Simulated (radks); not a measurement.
Spherical quantum dot in the effective-mass picture: electrons in a parabolic well V = omega^2 r^2 / 2 with omega = 0.176, with a point charge +1 (a donor) at the centre, all in effective atomic units (hartree* = m*/eps^2 hartree, bohr* = eps/m* bohr), one dielectric constant everywhere. Method: non-relativistic Kohn-Sham, PBE, spin-polarised, spherical densities; computed with a radial shooting solver with Libxc functionals. Levels are named by radial order and angular momentum (1s, 1p, 1d, 2s, ...), and open shells are averaged over m. Results are scaled to m* = 0.084 and eps = 5.4, for which hartree* = 78.39 meV and bohr* = 3.402 nm.

N = 2, configuration 1s2. This is the lowest configuration that the search found. Occupied and some empty levels:

| level | occupation | eigenvalue (meV) | <r> (nm) |
|---|---|---|---|
| 1s | 2 | 20.812 | 6.108 |
| 1p | 0 | 45.262 | 11.99 |
| 2s | 0 | 50.386 | 12.94 |
| 1d | 0 | 59.389 | 14.78 |

Energy (meV): total -27.4970, kinetic 55.852, external -121.73, Hartree 81.422, exchange-correlation -43.045.

Electron density:

| r (nm) | n(r) (e/nm^3) |
|---|---|
| 0.983 | 0.006313 |
| 2.04 | 0.003488 |
| 3.09 | 0.001994 |
| 4.15 | 0.001175 |
| 5.20 | 0.0007081 |
| 6.26 | 0.0004320 |
| 7.31 | 0.0002654 |
| 8.37 | 0.0001628 |
| 9.42 | 0.00009922 |
| 10.5 | 0.00005982 |
| 11.5 | 0.00003561 |
| 12.6 | 0.00002088 |
| 13.6 | 0.00001202 |
